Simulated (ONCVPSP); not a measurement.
## An all-electron radial function and its pseudo partner (barium)

Columns: radius, all-electron u(r) and pseudo u(r) of the 5p shell (level -30.69 eV) of barium in the configuration [Kr] 4d10 5s2 5p6; BLYP, scalar-relativistic, ONCV scheme, ONCVPSP 4.0.1.

| r (bohr) | all-electron | pseudo |
| --- | --- | --- |
| 0.188 | 0.2699 | 0.0275 |
| 0.375 | -0.1354 | 0.1052 |
| 0.562 | -0.4322 | 0.2213 |
| 0.750 | -0.2161 | 0.3596 |
| 0.938 | 0.1661 | 0.5002 |
| 1.125 | 0.4947 | 0.6243 |
| 1.312 | 0.7097 | 0.7189 |
| 1.500 | 0.8175 | 0.7761 |
| 1.688 | 0.8424 | 0.7935 |
| 1.875 | 0.8123 | 0.7748 |
| 2.062 | 0.7497 | 0.7278 |
| 2.250 | 0.6708 | 0.6611 |
| 2.438 | 0.5868 | 0.5843 |
| 2.625 | 0.5051 | 0.5056 |
| 2.812 | 0.4292 | 0.4302 |
| 3.000 | 0.3606 | 0.3613 |
| 3.188 | 0.3004 | 0.3006 |
| 3.375 | 0.2487 | 0.2487 |
| 3.562 | 0.2047 | 0.2047 |
| 3.750 | 0.1674 | 0.1673 |
| 3.938 | 0.1362 | 0.1361 |
| 4.125 | 0.1104 | 0.1104 |
| 4.312 | 0.0891 | 0.0891 |
| 4.500 | 0.0715 | 0.0715 |
| 4.688 | 0.0572 | 0.0572 |
| 4.875 | 0.0457 | 0.0457 |

(1) How many radial nodes do the two functions have?

(2) At about which radius was the pseudo-wave matched?

(3) Where does each function peak?

(4) Is the pseudo-wave norm-conserving?

## Answers

(1) The all-electron 5p function has n − l − 1 = 3 (the table is too coarse to show those close to the nucleus); the pseudo-wave has 0, since the states of the same l below it are removed with the core.

(2) 3.75 bohr. The columns agree to 0.0005 from 3.19 bohr on; several derivatives are matched, so the curves merge somewhat inside the radius.

(3) Outermost all-electron maximum near 1.69 bohr, pseudo maximum near 1.69 bohr (to the table’s step).

(4) Yes: the ONCV scheme keeps the norm inside the radius equal to the all-electron one, which fixes the energy derivative of the logarithmic derivative at the level.
